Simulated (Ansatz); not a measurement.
Molecular dynamics of Cl₂GeH₄S

Input:

```yaml
crystal:
  periodic: [false, false, false]
  atoms:
    - { symbol: Ge, position_ang: [0.313626, 0.177951, -0.019116] }
    - { symbol: H, position_ang: [-0.367335, 0.185001, 1.675761] }
    - { symbol: Cl, position_ang: [2.3142, -0.464109, -0.593986] }
    - { symbol: Cl, position_ang: [-0.814999, 1.455719, -1.340731] }
    - { symbol: H, position_ang: [-0.418986, -1.175372, -0.167456] }
    - { symbol: S, position_ang: [1.206897, 2.201126, 1.178717] }
    - { symbol: H, position_ang: [2.240261, 1.522804, 1.72912] }
    - { symbol: H, position_ang: [0.135538, 1.056279, 1.784092] }
basis:
  gaussian: { orbitals: def2-SVP }
hamiltonian:
  xc: pbe0
  dispersion: d4
md:
  timestep: 0.5
  n_steps: 200
  ensemble: nve
  temperature: 100.0
  initial_velocities: maxwell_boltzmann
  seed: 10028
```

Launched with:

```bash
$ ansatz run input.yaml --threads 2 --pin off --max-ram 3072MiB --backend cpu --events-out ev --progress --plain --runs-dir out
```

It starts at the highest image of a converged band. Of that band: Neighbouring images differ by up to 2.0 eV, so the band resolves the path poorly. A vibrational analysis at the climbing image gives one clearly imaginary mode, 1433i cm⁻¹: a first-order saddle point.

Output, in part (step lines, the closing report, with atoms numbered from 0):

```
md step     0: t =     0.00 fs  T =   100.0 K  F+E_penalty+E_count = -92426.68883046 eV  E_kin = 0.077556 eV  conserved = -92426.61127446 eV  (25 SCF iters)
md step     1: t =     0.50 fs  T =    99.3 K  F+E_penalty+E_count = -92426.68825273 eV  E_kin = 0.076982 eV  conserved = -92426.61127051 eV  (26 SCF iters)
md step     2: t =     1.00 fs  T =    97.7 K  F+E_penalty+E_count = -92426.68706149 eV  E_kin = 0.075807 eV  conserved = -92426.61125430 eV  (26 SCF iters)
md step     3: t =     1.50 fs  T =    95.8 K  F+E_penalty+E_count = -92426.68551958 eV  E_kin = 0.074291 eV  conserved = -92426.61122887 eV  (26 SCF iters)
md step     4: t =     2.00 fs  T =    93.9 K  F+E_penalty+E_count = -92426.68403814 eV  E_kin = 0.072840 eV  conserved = -92426.61119789 eV  (26 SCF iters)
md step     5: t =     2.50 fs  T =    92.8 K  F+E_penalty+E_count = -92426.68311418 eV  E_kin = 0.071948 eV  conserved = -92426.61116604 eV  (26 SCF iters)
md step     6: t =     3.00 fs  T =    93.0 K  F+E_penalty+E_count = -92426.68326032 eV  E_kin = 0.072123 eV  conserved = -92426.61113684 eV  (26 SCF iters)
md step     7: t =     3.50 fs  T =    95.2 K  F+E_penalty+E_count = -92426.68495149 eV  E_kin = 0.073840 eV  conserved = -92426.61111154 eV  (26 SCF iters)
[... lines left out ...]
Total energy: -92428.18082447 eV, -3396.6729952283 hartree
Atom 0 at     0.002994    -0.488849    -0.390923 Å, force    -0.720135    -1.201473     0.010578 eV/Å
Atom 1 at    -0.792829    -1.143527     0.901162 Å, force     0.996047     0.881399    -1.189626 eV/Å
Atom 2 at     2.082377    -0.119684    -0.420107 Å, force     1.343504    -0.239055     0.874540 eV/Å
Atom 3 at    -0.524644     1.430820    -1.073667 Å, force    -1.070779     1.239547     0.099411 eV/Å
Atom 4 at    -0.025809    -1.203040    -1.741897 Å, force    -0.530638    -0.651602     0.221012 eV/Å
Atom 5 at     1.793028     3.321217     1.644823 Å, force     0.033920     0.430108     0.551262 eV/Å
Atom 6 at     2.734961     2.382593     1.777406 Å, force     0.289599    -0.209318     0.106680 eV/Å
Atom 7 at     1.354587     2.735611     0.542710 Å, force    -0.341520    -0.249606    -0.673858 eV/Å
Dipole moment:    -0.254907    -0.681919    -0.000456 e Å
```

The steps, from the saved trajectory:

```json
{"time (fs)": "0.0", "T (K)": "100", "potential energy less start (eV)": "0.000", "conserved less start (meV/atom)": "0.00"}
{"time (fs)": "3.0", "T (K)": "93", "potential energy less start (eV)": "0.006", "conserved less start (meV/atom)": "0.02"}
{"time (fs)": "6.0", "T (K)": "155", "potential energy less start (eV)": "-0.042", "conserved less start (meV/atom)": "0.04"}
{"time (fs)": "9.0", "T (K)": "433", "potential energy less start (eV)": "-0.258", "conserved less start (meV/atom)": "0.02"}
{"time (fs)": "12.0", "T (K)": "779", "potential energy less start (eV)": "-0.527", "conserved less start (meV/atom)": "-0.10"}
{"time (fs)": "15.0", "T (K)": "1076", "potential energy less start (eV)": "-0.758", "conserved less start (meV/atom)": "-0.12"}
{"time (fs)": "18.0", "T (K)": "1355", "potential energy less start (eV)": "-0.975", "conserved less start (meV/atom)": "-0.14"}
{"time (fs)": "21.0", "T (K)": "1443", "potential energy less start (eV)": "-1.042", "conserved less start (meV/atom)": "-0.04"}
{"time (fs)": "24.0", "T (K)": "1574", "potential energy less start (eV)": "-1.144", "conserved less start (meV/atom)": "-0.12"}
{"time (fs)": "27.0", "T (K)": "1645", "potential energy less start (eV)": "-1.198", "conserved less start (meV/atom)": "-0.03"}
{"time (fs)": "30.0", "T (K)": "1590", "potential energy less start (eV)": "-1.156", "conserved less start (meV/atom)": "-0.10"}
{"time (fs)": "33.0", "T (K)": "1581", "potential energy less start (eV)": "-1.148", "conserved less start (meV/atom)": "0.01"}
{"time (fs)": "36.0", "T (K)": "1999", "potential energy less start (eV)": "-1.475", "conserved less start (meV/atom)": "-0.23"}
{"time (fs)": "39.0", "T (K)": "1886", "potential energy less start (eV)": "-1.384", "conserved less start (meV/atom)": "0.14"}
{"time (fs)": "42.0", "T (K)": "2237", "potential energy less start (eV)": "-1.659", "conserved less start (meV/atom)": "-0.19"}
{"time (fs)": "45.0", "T (K)": "2156", "potential energy less start (eV)": "-1.595", "conserved less start (meV/atom)": "-0.01"}
{"time (fs)": "48.0", "T (K)": "2339", "potential energy less start (eV)": "-1.737", "conserved less start (meV/atom)": "-0.13"}
{"time (fs)": "51.0", "T (K)": "2324", "potential energy less start (eV)": "-1.725", "conserved less start (meV/atom)": "-0.02"}
{"time (fs)": "54.0", "T (K)": "2174", "potential energy less start (eV)": "-1.609", "conserved less start (meV/atom)": "-0.12"}
{"time (fs)": "57.0", "T (K)": "2025", "potential energy less start (eV)": "-1.493", "conserved less start (meV/atom)": "0.01"}
{"time (fs)": "60.0", "T (K)": "2099", "potential energy less start (eV)": "-1.552", "conserved less start (meV/atom)": "-0.19"}
{"time (fs)": "63.0", "T (K)": "1884", "potential energy less start (eV)": "-1.383", "conserved less start (meV/atom)": "0.09"}
{"time (fs)": "66.0", "T (K)": "2174", "potential energy less start (eV)": "-1.611", "conserved less start (meV/atom)": "-0.27"}
{"time (fs)": "69.0", "T (K)": "1978", "potential energy less start (eV)": "-1.456", "conserved less start (meV/atom)": "0.04"}
{"time (fs)": "72.0", "T (K)": "2168", "potential energy less start (eV)": "-1.603", "conserved less start (meV/atom)": "0.00"}
{"time (fs)": "75.0", "T (K)": "2583", "potential energy less start (eV)": "-1.928", "conserved less start (meV/atom)": "-0.22"}
{"time (fs)": "78.0", "T (K)": "2555", "potential energy less start (eV)": "-1.904", "conserved less start (meV/atom)": "-0.03"}
{"time (fs)": "81.0", "T (K)": "2527", "potential energy less start (eV)": "-1.883", "conserved less start (meV/atom)": "-0.14"}
{"time (fs)": "84.0", "T (K)": "2216", "potential energy less start (eV)": "-1.641", "conserved less start (meV/atom)": "0.02"}
{"time (fs)": "87.0", "T (K)": "2225", "potential energy less start (eV)": "-1.649", "conserved less start (meV/atom)": "-0.13"}
{"time (fs)": "90.0", "T (K)": "2194", "potential energy less start (eV)": "-1.625", "conserved less start (meV/atom)": "-0.10"}
{"time (fs)": "93.0", "T (K)": "1918", "potential energy less start (eV)": "-1.410", "conserved less start (meV/atom)": "-0.02"}
{"time (fs)": "96.0", "T (K)": "1860", "potential energy less start (eV)": "-1.365", "conserved less start (meV/atom)": "-0.06"}
{"time (fs)": "99.0", "T (K)": "2066", "potential energy less start (eV)": "-1.526", "conserved less start (meV/atom)": "-0.17"}
```

The run went to its last step. The conserved energy stayed within 0.29 meV per atom of its start (net change -0.091 meV per atom), so the integration is sound. The system heated up, since it started high on the potential surface and ran downhill. A run of 0.1 ps of so small a system gives no equilibrium averages. The orbitals stay closed-shell, which can raise the energy where a bond breaks towards radicals; this wasn't checked here.

The step under study would form Ge1–S6, H2–H8 and break Ge1–H2, S6–H8. These pairs go: Ge1–S6 2.52 → 4.68 Å, H2–H8 1.01 → 4.45 Å, Ge1–H2 1.83 → 1.65 Å, S6–H8 1.68 → 1.32 Å. In the last frame they stand as before the step (other bonds may differ from the relaxed reactants and products). It ends as Cl2GeH2 + H2S. Pairs count as bonded within 1.25 times the sum of covalent radii (0.12 Å more for H–H).

Last frame:

```xyz
8
Properties=species:S:1:pos:R:3
Ge 0.003 -0.489 -0.391
H -0.793 -1.143 0.901
Cl 2.082 -0.120 -0.420
Cl -0.525 1.431 -1.074
H -0.026 -1.203 -1.742
S 1.793 3.321 1.645
H 2.735 2.383 1.777
H 1.355 2.736 0.543
```

Time of the run: 5.7 min on 2 threads of Intel(R) Xeon(R) 6975P-C (Granite Rapids) (shared host), peak memory 0.28 GiB.
